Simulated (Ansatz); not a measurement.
A run for Ansatz (an electronic-structure program): R-CCSD(T)/aug-cc-pVTZ on CH2O2 (a complex), monomers drawn apart or pushed together.

Ansatz 0.2 input:
```yaml
crystal:
  periodic: [false, false, false]
  atoms:
    - {symbol: O, position_ang: [0.50265137, -0.48885925, -0.95778760]}
    - {symbol: C, position_ang: [-0.00848716, 0.07421414, -0.08262689]}
    - {symbol: O, position_ang: [-0.52000355, 0.63784891, 0.79265810]}
    - {symbol: H, position_ang: [-0.09806999, -0.01431366, 4.62634502]}
    - {symbol: H, position_ang: [0.13625920, -0.31570732, 5.26524094]}
basis:
  gaussian:
    orbitals: aug-cc-pVTZ
magnetization: {spin_polarized: false}
correlation: {method: ccsd_t, electrons: outside_noble_gas}
scf: {lower_state_search: off}
```

Output:

```
WARN ansatz: RAYON_NUM_THREADS=1 ignored (pool sized by the plan → 1); use --threads N
Functional definition: HF
these checks for a lower state are left out or cut short: stability, starts, cluster_reference, orbital_swaps, neighbouring_geometries, increment
integrals: 0.62 GiB planned
1091 factors; integrals over basis functions are off by at most 7.0e-4 eV
mean field: 0.39 GiB planned
mean field evaluation 1: about -5136.2259 eV, gradient 3.8e1 eV
mean field evaluation 2: about -5136.2269 eV, gradient 3.8e1 eV
mean field evaluation 4: about -5138.6531 eV, gradient 2.2e0 eV
mean field evaluation 8: about -5138.6709 eV, gradient 1.2e-1 eV
mean field -5138.67099687 eV, -188.8426760186 hartree, gradient 2.3e-6 eV, S^2 0.000000; 0 other end points of the search recorded, 0 dependent functions left out
3 core orbitals not correlated
reference -5138.67099687 eV, -188.8426760186 hartree; 9, 9 occupied and 172, 172 virtual orbitals, 1091 factors
second order -17.51731121 eV of doubles, -0.00000000 eV of singles
coupled cluster: 1.88 GiB planned
cycle   1  -16.76877449 eV  change    7.5e-1 eV  update   1.2e-1
cycle   2  -17.32900940 eV  change   -5.6e-1 eV  update   4.1e-2
cycle   3  -17.46150424 eV  change   -1.3e-1 eV  update   1.6e-2
cycle   4  -17.43887668 eV  change    2.3e-2 eV  update   3.0e-3
cycle   5  -17.43917059 eV  change   -2.9e-4 eV  update   1.1e-3
cycle   6  -17.43928958 eV  change   -1.2e-4 eV  update   2.3e-4
cycle   7  -17.43906738 eV  change    2.2e-4 eV  update   7.7e-5
cycle   8  -17.43907370 eV  change   -6.3e-6 eV  update   2.1e-5
perturbative correction -0.80826990 eV, -0.0297033710 hartree
Total energy: -5156.91834046 eV, -189.5132535273 hartree
Checks for a lower state left out: stability, starts, cluster_reference, orbital_swaps, neighbouring_geometries, increment
```

The calculation finished and met its thresholds.

Cost: very roughly 60 core-seconds.
